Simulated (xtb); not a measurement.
H3Sb, SMILES [SbH3]. All values are semi-empirical tight-binding results from xtb (GFN2-xTB unless named), good for trends rather than for accurate numbers. Coordinates come from a GFN2-xTB optimisation.

Optimised geometry:

Bonds (Å): Sb1–H2 1.684, Sb1–H3 1.684, Sb1–H4 1.684. Angles (°): H2–Sb1–H3 88.9, H2–Sb1–H4 88.9, H3–Sb1–H4 88.9.

For metal compounds this method's bond lengths and energies can be far off.

Computed properties:
```json
{
  "point_group_as_xtb_finds_it": "C3v",
  "orbital_gap": "4.84 eV",
  "zero_point_energy": "10.6 kcal/mol",
  "G − E(el) at 298.15 K (modified RRHO)": "-3.4 kcal/mol"
}
```

Computed atomic charges:
charges (e) Sb1 0.22, H2 -0.07, H3 -0.07, H4 -0.07.
